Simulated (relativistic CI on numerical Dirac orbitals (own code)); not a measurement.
**Tm2+: resonant inelastic scattering at the N4,5 edge**

Computed with this model: Dirac-Coulomb-Breit CI, orbitals from a KLI potential per configuration, QED by a radiative potential, valence Slater integrals scaled by 0.8, Kramers-Heisenberg scattering through one core-hole configuration in a parametric crystal field; configurations [Xe] 4f13 → [Kr] 4d9 4f14 5s2 5p6; 300 K; core-hole width 0.5 eV; summed over polarisations. Incident energies are the highest absorption maxima for each field (at most a few, so the weaker spin-orbit partner edge can be absent), on the computed scale of the free ion. Intensities are in per cent of the strongest line above 0.02 eV; levels within 1 cm⁻¹ are merged; final levels count from the ground level, the first row holds all elastic scattering, lines under 0.4 are left out and each table stops after 24 rows. The scale of the Slater integrals is a model choice and moves the terms in proportion.

Field parameters in Wybourne normalisation. The field is a parameter set, without covalency.

S is read from ⟨S²⟩ = S(S + 1).

D3d, B20 = 10, B40 = 170, B43 = 940, B60 = 450, B63 = -150, B66 = 280 cm⁻¹:

```tsv
Final level (eV)	Degeneracy	Irrep	S	177.8 eV
0.000	2	Γ4	0.50	251.0
0.037	2	Γ4	0.50	88.5
0.039	2	Γ5+Γ6	0.50	100.0
0.054	2	Γ4	0.50	70.3
1.085	2	Γ4	0.50	8.7
1.109	2	Γ5+Γ6	0.50	8.9
1.126	2	Γ4	0.50	9.2
```

D3h, B20 = -90, B40 = 0, B60 = -60, B66 = 100 cm⁻¹:

| Final level (eV) | Degeneracy | S | 177.8 eV |
| --- | --- | --- | --- |
| 0.000 | 2 | 0.50 | 3239.3 |
| 0.005 | 2 | 0.50 | 893.5 |
| 0.005 | 2 | 0.50 | 869.6 |
| 0.008 | 2 | 0.50 | 588.0 |
| 1.075 | 2 | 0.50 | 100.0 |
| 1.079 | 2 | 0.50 | 91.8 |
| 1.080 | 2 | 0.50 | 87.6 |

For the first field the strongest loss at the lowest incident energy is the level at 0.04 eV (S = 0.50, against 0.50 in the thermal ground state).
